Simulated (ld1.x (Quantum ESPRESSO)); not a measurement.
# rhenium: one change to a TM potential, before and after

rhenium (Re), norm-conserving Troullier–Martins (Kleinman–Bylander form), made with ld1.x (Quantum ESPRESSO) 7.5 (LDA (PZ), scalar-relativistic). Core [Kr] 4d10 4f14 5s2, reference 5p6 5d5 6s1 6p0 (charge +1). Waves: 6s (bound): rc 2.55 bohr; 5p (bound): rc 1.95 bohr; 5d (bound): rc 1.70 bohr. Local part: all-electron potential smoothed inside 1.70 bohr (lloc = -1). Core correction: Bessel-smoothed model core inside 1.45 bohr.

All-electron outer shells of the reference configuration (LDA (PZ), scalar-relativistic, ld1.x):

```csv
shell,level (eV),outermost node (bohr),outermost maximum (bohr)
5p,-55.07,0.56,1.06
4f,-50.44,–,0.41
5d,-13.21,0.62,1.41
6s,-13.00,1.24,2.48
6p,-7.17,1.47,3.22
```

Change: local potential all-electron potential smoothed inside 2.50 bohr (lloc = -1).

Cutoffs: the cutoffs (Ry, on a coarse ladder) from which the occupation-weighted sum of valence levels, in a spherical-Bessel basis at the reference potential, stays within 10 and 1 mRy of its value at 400 Ry; they do not see the model core or the augmentation charge, which bear on the density cutoff. Errors are all-electron minus pseudo energies relative to the spin-unpolarised reference configuration.

Task: What does the change do?

Result: The potential gets neither clearly harder nor softer (35 Ry and 50 Ry → 35 Ry and 50 Ry); both files keep a bound ghost (s); of the 9 tests that both files solve, the error grows in 4 and shrinks in 2 by more than 15 % and 0.3 meV (median size 13.1 → 13.5 meV); the range in which the s phases agree narrows (upper end 1.7 → -0.5); the range in which the p phases agree narrows (upper end at the end of the scan → -0.7).

```csv
quantity,base,changed
"cutoff, loose",35 Ry,35 Ry
"cutoff, tight",50 Ry,50 Ry
bound ghosts,s,s
"error for 5p6 5d5 6s2 6p0, meV [ΔE -9.52 eV]",-1.2,+1.5
"error for 5p6 5d5 6s0 6p0, meV [ΔE 16.68 eV]",-13,-13
"error for 5p6 5d4 6s0 6p0, meV [ΔE 44.12 eV]",-0.8,-13
"error for 5p6 5d6 6s0 6p0, meV [ΔE 0.21 eV]",-32,-37
"error for 5p5 5d5 6s2 6p0, meV [ΔE 43.63 eV]",-319,-127
"error for 5p6 5d6 6s1 6p0, meV [ΔE -8.55 eV]",-3.2,+1.4
"error for 5p6 5d5 6s1.5 6p0, meV [ΔE -5.61 eV]",+0.5,+1.2
"error for 5p6 5d5 6s1 6p0 (spin-polarised), meV [ΔE -4.47 eV]",+121,+119
"error for 5p6 5d5 6s2 6p0 (spin-polarised), meV [ΔE -12.63 eV]",+68,+71
s: phases at 2.76 bohr within 0.05 rad from the reference energy up to (Ry; the scan ends near 5),1.7,-0.5
p: phases at 2.76 bohr within 0.05 rad from the reference energy up to (Ry; the scan ends near 5),to the end of the scan,-0.7
d: phases at 2.76 bohr within 0.05 rad from the reference energy up to (Ry; the scan ends near 5),to the end of the scan,1.3
```

 A true bound ghost makes a file unfit for plane-wave use even where its test errors are small: the radial tests pick states by their node count and pass the ghost by.
